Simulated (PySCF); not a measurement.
O$_{3}$Re (SMILES [O]=[Re+](=[O])=[O]), charge +1, singlet, geometry from GFN2-xTB (such geometries of metal compounds can be far from the true shape) (the multiplicity is a formal guess) (core potentials on Re), with bond 2-1 at 1.6 times its length; HF/def2-SV(P) in PySCF.

The PySCF input:
```python
from pyscf import gto, scf

mol = gto.Mole()
mol.atom = '''
    Re    0.09410804   -0.07891784   -0.12125114
    O    -2.15108489   -1.31949474    0.56494268
    O    -0.42814776    1.44831601   -0.50727999
    O     0.85502242    0.14581715    1.33638946
'''
mol.basis = 'def2-sv(p)'
mol.ecp = {'Re': 'def2-sv(p)'}
mol.charge = 1
mol.verbose = 4
mol.build()

mf = scf.RHF(mol)
mf.diis = False
mf.damp = 0.6
mf.diis_start_cycle = 200
mf.max_cycle = 150
mf.kernel()
```

**Question.** What does PySCF print? Leave out banner, timings and long lists.

**Answer.** 
```
PySCF version 2.14.0

[INPUT] verbose = 4
[INPUT] num. atoms = 4
[INPUT] num. electrons = 38
[INPUT] charge = 1
[INPUT] spin (= nelec alpha-beta = 2S) = 0
[INPUT] symmetry False subgroup None
[INPUT] Mole.unit = angstrom
[INPUT] Symbol           X                Y                Z      unit          X                Y                Z       unit  Magmom
[...]
nuclear repulsion = 133.220521474391
number of shells = 29
number of NR pGTOs = 122
number of NR cGTOs = 67
basis = def2-sv(p)
ecp = {'Re': 'def2-sv(p)'}

******** <class 'pyscf.scf.hf.RHF'> ********
method = RHF
initial guess = minao
damping factor = 0.6
level_shift factor = 0
DIIS disabled
SCF conv_tol = 1e-09
SCF conv_tol_grad = None
SCF max_cycles = 150
direct_scf = True
direct_scf_tol = 1e-13
Set gradient conv threshold to 3.16228e-05
Initial guess from minao.
init E= -288.497915212111
[...]
cycle= 1 E= -299.930374485726  delta_E= -11.4  |g|= 1.99  |ddm|= 8.15
[...]
cycle= 2 E= -295.815553594028  delta_E= 4.11  |g|= 3.08  |ddm|=  4.1
[...]
cycle= 3 E= -299.171573178228  delta_E= -3.36  |g|= 2.51  |ddm|= 4.35
[...]
cycle= 4 E= -301.005693364088  delta_E= -1.83  |g|= 0.455  |ddm|= 2.21
[...]
cycle= 5 E= -301.03548243643  delta_E= -0.0298  |g|= 0.486  |ddm|= 0.675
[...]
cycle= 6 E= -301.046695092573  delta_E= -0.0112  |g|= 0.439  |ddm|= 0.639
[...]
cycle= 7 E= -301.080592591283  delta_E= -0.0339  |g|= 0.457  |ddm|= 0.773
[...]
cycle= 8 E= -301.122879765871  delta_E= -0.0423  |g|= 0.271  |ddm|= 0.513
[...]
cycle= 9 E= -301.157747978778  delta_E= -0.0349  |g|= 0.209  |ddm|= 0.428
[...]
cycle= 10 E= -301.181209646203  delta_E= -0.0235  |g|= 0.138  |ddm|= 0.21
[...]
cycle= 11 E= -301.199023530225  delta_E= -0.0178  |g|= 0.131  |ddm|= 0.195
[...]
cycle= 12 E= -301.212994989637  delta_E= -0.014  |g|= 0.116  |ddm|= 0.158
[...]
cycle= 13 E= -301.223480822643  delta_E= -0.0105  |g|= 0.101  |ddm|= 0.135
[...]
cycle= 14 E= -301.231021056635  delta_E= -0.00754  |g|= 0.0863  |ddm|= 0.113
[...]
cycle= 15 E= -301.236288214792  delta_E= -0.00527  |g|= 0.0728  |ddm|= 0.0933
[...]
cycle= 16 E= -301.239902698096  delta_E= -0.00361  |g|= 0.0608  |ddm|= 0.0766
[...]
cycle= 17 E= -301.242359021903  delta_E= -0.00246  |g|= 0.0505  |ddm|= 0.0629
[...]
cycle= 18 E= -301.244021848202  delta_E= -0.00166  |g|= 0.0418  |ddm|= 0.0516
[...]
cycle= 19 E= -301.245148378566  delta_E= -0.00113  |g|= 0.0347  |ddm|= 0.0426
[...]
cycle= 20 E= -301.245915305363  delta_E= -0.000767  |g|= 0.0288  |ddm|= 0.0352
[...]
[...]
cycle= 123 E= -301.249363438626  delta_E= -8.39e-06  |g|= 0.00359  |ddm|= 0.00268
[...]
cycle= 124 E= -301.249371722638  delta_E= -8.28e-06  |g|= 0.00356  |ddm|= 0.00267
[...]
cycle= 125 E= -301.249379902842  delta_E= -8.18e-06  |g|= 0.00354  |ddm|= 0.00265
[...]
cycle= 126 E= -301.249387980457  delta_E= -8.08e-06  |g|= 0.00352  |ddm|= 0.00264
[...]
cycle= 127 E= -301.249395956605  delta_E= -7.98e-06  |g|= 0.0035  |ddm|= 0.00262
[...]
cycle= 128 E= -301.249403832502  delta_E= -7.88e-06  |g|= 0.00347  |ddm|= 0.0026
[...]
cycle= 129 E= -301.249411609282  delta_E= -7.78e-06  |g|= 0.00345  |ddm|= 0.00259
[...]
cycle= 130 E= -301.249419288065  delta_E= -7.68e-06  |g|= 0.00343  |ddm|= 0.00257
[...]
cycle= 131 E= -301.249426869988  delta_E= -7.58e-06  |g|= 0.00341  |ddm|= 0.00256
[...]
cycle= 132 E= -301.249434356183  delta_E= -7.49e-06  |g|= 0.00339  |ddm|= 0.00254
[...]
cycle= 133 E= -301.249441747722  delta_E= -7.39e-06  |g|= 0.00337  |ddm|= 0.00253
[...]
cycle= 134 E= -301.249449045707  delta_E= -7.3e-06  |g|= 0.00334  |ddm|= 0.00251
[...]
cycle= 135 E= -301.24945625123  delta_E= -7.21e-06  |g|= 0.00332  |ddm|= 0.0025
[...]
cycle= 136 E= -301.249463365345  delta_E= -7.11e-06  |g|= 0.0033  |ddm|= 0.00248
[...]
cycle= 137 E= -301.249470389105  delta_E= -7.02e-06  |g|= 0.00328  |ddm|= 0.00246
[...]
cycle= 138 E= -301.249477323583  delta_E= -6.93e-06  |g|= 0.00326  |ddm|= 0.00245
[...]
cycle= 139 E= -301.249484169791  delta_E= -6.85e-06  |g|= 0.00324  |ddm|= 0.00243
[...]
cycle= 140 E= -301.249490928768  delta_E= -6.76e-06  |g|= 0.00322  |ddm|= 0.00242
[...]
cycle= 141 E= -301.249497601508  delta_E= -6.67e-06  |g|= 0.0032  |ddm|= 0.0024
[...]
cycle= 142 E= -301.249504189044  delta_E= -6.59e-06  |g|= 0.00318  |ddm|= 0.00239
[...]
cycle= 143 E= -301.249510692345  delta_E= -6.5e-06  |g|= 0.00316  |ddm|= 0.00237
[...]
cycle= 144 E= -301.249517112427  delta_E= -6.42e-06  |g|= 0.00313  |ddm|= 0.00236
[...]
cycle= 145 E= -301.249523450231  delta_E= -6.34e-06  |g|= 0.00311  |ddm|= 0.00234
[...]
cycle= 146 E= -301.249529706731  delta_E= -6.26e-06  |g|= 0.00309  |ddm|= 0.00233
[...]
cycle= 147 E= -301.249535882891  delta_E= -6.18e-06  |g|= 0.00307  |ddm|= 0.00232
[...]
cycle= 148 E= -301.249541979658  delta_E= -6.1e-06  |g|= 0.00305  |ddm|= 0.0023
[...]
cycle= 149 E= -301.249547997952  delta_E= -6.02e-06  |g|= 0.00303  |ddm|= 0.00229
[...]
cycle= 150 E= -301.249553938698  delta_E= -5.94e-06  |g|= 0.00301  |ddm|= 0.00227
SCF not converged.
SCF energy = -301.249553938698
```

The run did not converge; its last values are not results.
